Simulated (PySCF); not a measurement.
H$_{2}$Te, charge -1, doublet, at the geometry of the source list (a state made from the parent by changing its charge; the spin is typed, not shown lowest) (core potentials on Te) (in this run its highest filled SCF level lies above zero, so its values depend strongly on the basis, on diffuse functions most of all); PySCF with PBE0/def2-SVP.

Here is a job for PySCF.
```python
from pyscf import gto, scf, dft

mol = gto.Mole()
mol.atom = '''
    Te   -0.001700    0.789100    0.000000
    H    -1.139100   -0.398000    0.000000
    H     1.140800   -0.391000    0.000000
'''
mol.basis = 'def2-svp'
mol.ecp = {'Te': 'def2-svp'}
mol.charge = -1
mol.spin = 1
mol.verbose = 4
mol.build()

mf = dft.UKS(mol)
mf.xc = 'pbe0'
mf.kernel()
mf.analyze()
```

It wrote (shortened):

```
PySCF version 2.14.0

[INPUT] verbose = 4
[INPUT] num. atoms = 3
[INPUT] num. electrons = 27
[INPUT] charge = -1
[INPUT] spin (= nelec alpha-beta = 2S) = 1
[INPUT] symmetry False subgroup None
[INPUT] Mole.unit = angstrom
[INPUT] Symbol           X                Y                Z      unit          X                Y                Z       unit  Magmom
[INPUT]  1 Te    -0.001700000000   0.789100000000   0.000000000000 AA   -0.003212534412   1.491182884894   0.000000000000 Bohr   0.0
[INPUT]  2 H     -1.139100000000  -0.398000000000   0.000000000000 AA   -2.152587028492  -0.752110997577   0.000000000000 Bohr   0.0
[INPUT]  3 H      1.140800000000  -0.391000000000   0.000000000000 AA    2.155799562904  -0.738882914705   0.000000000000 Bohr   0.0

nuclear repulsion = 15.6891807795587
number of shells = 16
number of NR pGTOs = 75
number of NR cGTOs = 36
basis = def2-svp
ecp = {'Te': 'def2-svp'}

******** <class 'pyscf.dft.uks.UKS'> ********
method = UKS
initial guess = minao
damping factor = 0
level_shift factor = 0
DIIS = <class 'pyscf.scf.diis.CDIIS'>
diis_start_cycle = 1
diis_space = 8
diis_damp = 0
SCF conv_tol = 1e-09
SCF conv_tol_grad = None
SCF max_cycles = 50
direct_scf = True
direct_scf_tol = 1e-13
number electrons alpha = 14  beta = 13
XC library pyscf.dft.libxc version 7.1.2
    S. Lehtola, C. Steigemann, M. J. T. Oliveira, and M. A. L. Marques,  SoftwareX 7, 1–5 (2018)
XC functionals = pbe0
    C. Adamo and V. Barone,  J. Chem. Phys. 110, 6158 (1999)
    M. Ernzerhof and G. E. Scuseria,  J. Chem. Phys. 110, 5029 (1999)
radial grids:
    Treutler-Ahlrichs [JCP 102, 346 (1995); DOI:10.1063/1.469408] (M4) radial grids

becke partition: Becke, JCP 88, 2547 (1988); DOI:10.1063/1.454033
pruning grids: <function nwchem_prune>
grids dens level: 3
symmetrized grids: False
atomic radii adjust function: <function treutler_atomic_radii_adjust>
small_rho_cutoff = 0
Set gradient conv threshold to 3.16228e-05
tot grids = 41576
init E= -241.32079825722

cycle= 1 E= -267.649073525338  delta_E= -26.3  |g|= 1.84  |ddm|= 5.48
cycle= 2 E= -268.143114543656  delta_E= -0.494  |g|= 1.56  |ddm|= 7.14
cycle= 3 E= -269.145967472747  delta_E=   -1  |g|= 0.0574  |ddm|= 3.97
cycle= 4 E= -269.147888891086  delta_E= -0.00192  |g|= 0.015  |ddm|= 0.18
cycle= 5 E= -269.148062794425  delta_E= -0.000174  |g|= 0.0043  |ddm|= 0.0354
cycle= 6 E= -269.148082938853  delta_E= -2.01e-05  |g|= 0.000746  |ddm|= 0.00959
cycle= 7 E= -269.148083763578  delta_E= -8.25e-07  |g|= 0.000206  |ddm|= 0.00345
cycle= 8 E= -269.148083816295  delta_E= -5.27e-08  |g|= 3.78e-05  |ddm|= 0.000703
cycle= 9 E= -269.148083819406  delta_E= -3.11e-09  |g|= 6.68e-06  |ddm|= 0.000237
cycle= 10 E= -269.148083819513  delta_E= -1.07e-10  |g|= 2.08e-06  |ddm|= 6.21e-05
Extra cycle  E= -269.148083819523  delta_E= -9.44e-12  |g|= 2.01e-06  |ddm|= 4.6e-05
converged SCF energy = -269.148083819523  <S^2> = 0.75388721  2S+1 = 2.0038834
**** SCF Summaries ****
Total Energy =                        -269.148083819522640
Nuclear Repulsion Energy =              15.689180779558692
One-electron Energy =                 -506.202258010925107
Two-electron Energy =                  221.364993411843784
Two-electron Coulomb Energy =          243.110366358513232
DFT Exchange-Correlation Energy =      -21.745372946669445
**** MO energy ****
                             alpha | beta                alpha | beta
MO #1   energy= -6.0583700079064   | -6.05707736632789  occ= 1 | 1
MO #2   energy= -4.18326033807519  | -4.18271952169782  occ= 1 | 1
MO #3   energy= -4.18164295233418  | -4.17846337560873  occ= 1 | 1
MO #4   energy= -4.17436001775706  | -4.17410877068509  occ= 1 | 1
MO #5   energy= -1.36326668058896  | -1.36027328991376  occ= 1 | 1
MO #6   energy= -1.36009459938875  | -1.35879459343784  occ= 1 | 1
MO #7   energy= -1.35376539583976  | -1.35380300992262  occ= 1 | 1
MO #8   energy= -1.35221507151846  | -1.35026512762293  occ= 1 | 1
MO #9   energy= -1.35145813366685  | -1.35008952673157  occ= 1 | 1
MO #10  energy= -0.412271001599555 | -0.400857301543963 occ= 1 | 1
MO #11  energy= -0.156976151927021 | -0.128777364798667 occ= 1 | 1
MO #12  energy= -0.111267017777109 | -0.0867219167166819 occ= 1 | 1
MO #13  energy= -0.00280815112740118 | 0.0027044023369811 occ= 1 | 1
MO #14  energy= 0.136831100749581  | 0.235957906030038  occ= 1 | 0
MO #15  energy= 0.232615430648699  | 0.254029493248424  occ= 0 | 0
MO #16  energy= 0.476701034025235  | 0.481877249225062  occ= 0 | 0
MO #17  energy= 0.500285001727176  | 0.516519108754466  occ= 0 | 0
MO #18  energy= 0.524733697895975  | 0.536593602846171  occ= 0 | 0
MO #19  energy= 0.565694118435237  | 0.57530110203546   occ= 0 | 0
MO #20  energy= 0.571813055079932  | 0.580565290464256  occ= 0 | 0
MO #21  energy= 0.583271153087149  | 0.593366804123051  occ= 0 | 0
MO #22  energy= 0.589996847414855  | 0.601854427102348  occ= 0 | 0

spin_pop of  0 Te 4s       -0.00002
spin_pop of  0 Te 5s        0.00005
spin_pop of  0 Te 6s        0.00100
spin_pop of  0 Te 7s        0.00029
spin_pop of  0 Te 4px      -0.00001
spin_pop of  0 Te 4py       0.00415
spin_pop of  0 Te 4pz      -0.00072
spin_pop of  0 Te 5px      -0.00029
spin_pop of  0 Te 5py       0.00137
spin_pop of  0 Te 5pz      -0.00002
spin_pop of  0 Te 6px      -0.00059
spin_pop of  0 Te 6py       0.68891
spin_pop of  0 Te 6pz      -0.03452
spin_pop of  0 Te 7px       0.00169
spin_pop of  0 Te 7py       0.00548
spin_pop of  0 Te 7pz      -0.00140
spin_pop of  0 Te 4dxy     -0.00010
spin_pop of  0 Te 4dyz     -0.00008
spin_pop of  0 Te 4dz^2    -0.00112
spin_pop of  0 Te 4dxz     -0.00082
spin_pop of  0 Te 4dx2-y2    0.00011
spin_pop of  0 Te 5dxy     -0.00043
spin_pop of  0 Te 5dyz      0.00112
spin_pop of  0 Te 5dz^2     0.00112
spin_pop of  0 Te 5dxz      0.00119
spin_pop of  0 Te 5dx2-y2    0.10314
spin_pop of  1 H 1s        0.10450
spin_pop of  1 H 2s        0.00163
spin_pop of  1 H 2px      -0.00032
spin_pop of  1 H 2py       0.01062
spin_pop of  1 H 2pz      -0.00014
spin_pop of  2 H 1s        0.10258
spin_pop of  2 H 2s        0.00153
spin_pop of  2 H 2px      -0.00032
spin_pop of  2 H 2py       0.01055
spin_pop of  2 H 2pz      -0.00014
In total            14.00000 | 13.00000

WARN: System has nonzero charge -1; the dipole moment is origin-dependent.
Location of origin: [0. 0. 0.]

Dipole moment(X, Y, Z, Debye):  0.01402, -2.99721, -0.00000
```
